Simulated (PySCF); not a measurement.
Computed shifts of a molecule C₂H₆ClNSi₂, PBE0/pcSseg-1 (PySCF), GIAO, gas phase, atoms alike by connectivity averaged where their shifts nearly agree, in ppm (number of nuclei): ¹⁵N: 313.2 (1). ¹³C: 122.5 (1), 8.7 (1). ²⁹Si: 8.9 (1), -101.4 (1). ¹H: 5.75 (1), 4.03 (3), 2.50 (1), 2.15 (1). References: ¹⁵N against NH3 (σ = 267.4 ppm); ¹³C against TMS (σ = 186.3 ppm); ²⁹Si against TMS (σ = 352.7 ppm); ³⁵Cl against HCl (σ = 945.9 ppm); ¹H against TMS (σ = 31.56 ppm), references at their B3LYP-D3(BJ)/def2-TZVP geometries, non-relativistic (without spin–orbit terms, shifts of atoms bonded to Cl or Br come out too high). Coordinates come from a r2SCAN-D4/def2-SVP optimisation. The values are those of a single conformer.

**Question.** Identify the compound among the candidates.
(A) N#CC[Si@H]([SiH3])Cl
(B) [SiH3][Si@@]1(Cl)C=NC1
(C) C#C[Si@@](N)([SiH3])Cl
(D) C[Si@]1(Cl)N=C[SiH2]1

**Answer.** A, N#CC[Si@H]([SiH3])Cl
